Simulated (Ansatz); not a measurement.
BrFSn (`[F][Sn][Br]`), 3 atoms. Total charge 0; spin multiplicity 1. Correlated methods include outer-core shells of Br, Sn, which these sets cover unevenly. Scalar relativity is left out up to krypton. Sn: def2 effective core potential. All runs use 2 threads of a server CPU on a shared host. Correlated methods freeze the cores. Open-shell runs search over several starts.

**Question.** How many basis functions does each run have, and how long does it take in Ansatz? UHF-MP2/def2-QZVPP energy of the cation; RKS ωB97M-V/def2-QZVPP energy; UKS r2SCAN-D4/def2-TZVPP energy of the cation; UKS PBE0-D4/def2-TZVPP energy of the cation; RKS ωB97X-V/def2-TZVPP energy; RKS PBE0-D4/def2-QZVPP energy; UKS ωB97M-V/def2-TZVPP energy of the cation; RKS PBE0-D4/def2-SVP energy; UKS ωB97X-V/def2-TZVPP energy of the cation; RHF-CCSD(T)/def2-TZVPP energy; RKS PBE0-D4/def2-TZVP frequencies; RKS ωB97M-V/def2-TZVPP energy and forces. (Best estimate.)

**Answer.** The calculation gave: Other jobs shared the machine, so times are rough.

| level | job | functions | wall time | peak host memory (GiB) |
| --- | --- | --- | --- | --- |
| RKS PBE0-D4/def2-SVP | energy | 72 | 1.2 s | 0.15 |
| RKS PBE0-D4/def2-QZVPP | energy | 228 | 4.2 s | 0.55 |
| RKS ωB97X-V/def2-TZVPP | energy | 129 | 4.2 s | 0.35 |
| UKS PBE0-D4/def2-TZVPP | energy of the cation | 129 | 6 s | 0.37 |
| RKS ωB97M-V/def2-TZVPP | energy and forces | 129 | 8 s | 0.36 |
| RKS ωB97M-V/def2-QZVPP | energy | 228 | 9.5 s | 0.71 |
| RHF-CCSD(T)/def2-TZVPP | energy | 129 | 11 s | 0.6 |
| UKS r2SCAN-D4/def2-TZVPP | energy of the cation | 129 | 20 s | 0.32 |
| UKS ωB97X-V/def2-TZVPP | energy of the cation | 129 | 23 s | 0.72 |
| RKS PBE0-D4/def2-TZVP | frequencies | 129 | 24 s | 0.3 |
| UKS ωB97M-V/def2-TZVPP | energy of the cation | 129 | 30 s | 0.76 |
| UHF-MP2/def2-QZVPP | energy of the cation | 228 | 100 s | 0.79 |
